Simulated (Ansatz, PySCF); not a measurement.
Gas-phase reaction in SMILES: CSB(C)SC [methyl-bis(methylsulfanyl)borane] + 5 [H][H] (H2) → B (BH3) + 3 C (CH4) + 2 S (H2S)
Structures are relaxed separately at B3LYP-D3(BJ)/def2-TZVP in Ansatz (a program for electronic structure), one conformer each, not searched for the lowest.

Property: energy of full hydrogenation (enthalpy at 298 K, with B3LYP-D3(BJ) rigid-rotor harmonic-oscillator terms from PySCF), in kcal/mol. Cores are frozen in the correlated levels unless marked. No spin-orbit coupling. No relativistic terms. CBS marks a two-point X^-3 extrapolation of the correlation energy; Hartree-Fock from the larger set.

CCSD(T)/CBS(cc-pV(T+d)Z,cc-pV(Q+d)Z) (Ansatz) gives -2.4 kcal/mol.

Problem. Another calculation gave -6.6 kcal/mol. Which level was it?
(A) CAM-B3LYP/def2-TZVPD (Ansatz)
(B) r2SCAN0/def2-TZVPD (Ansatz)
(C) B2PLYP/def2-TZVPD (Ansatz)
(D) SVWN5/def2-TZVPD (Ansatz)

Solution. C, B2PLYP/def2-TZVPD (Ansatz). The others give -14.3 (CAM-B3LYP), 9.0 (SVWN5), -3.3 (r2SCAN0) kcal/mol.
